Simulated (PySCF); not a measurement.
H₂MgS. Atoms are numbered in the order given.

```xyz
4

Mg     0.0008     1.2525     0.0000
H      0.0325     2.9406     0.0000
S     -0.0814    -1.0500     0.0000
H      1.2593    -1.1709     0.0000
```

Geometry: B3LYP-D3(BJ)/def2-TZVP.

Vertical ionisation energy (IE) and electron affinity (EA) in eV. Rows of orbital energies are one-electron estimates. Where ΔSCF, EOM or ADC give a negative EA the extra electron is unbound and the value depends on the basis.

| level | IE | EA |
|---|---|---|
| −ε(HOMO), −ε(LUMO), B3LYP/def2-TZVPD (PySCF) | 6.85 | 1.22 |
| −ε(HOMO), −ε(LUMO), PBE/def2-TZVPD (PySCF) | 5.93 | 1.63 |
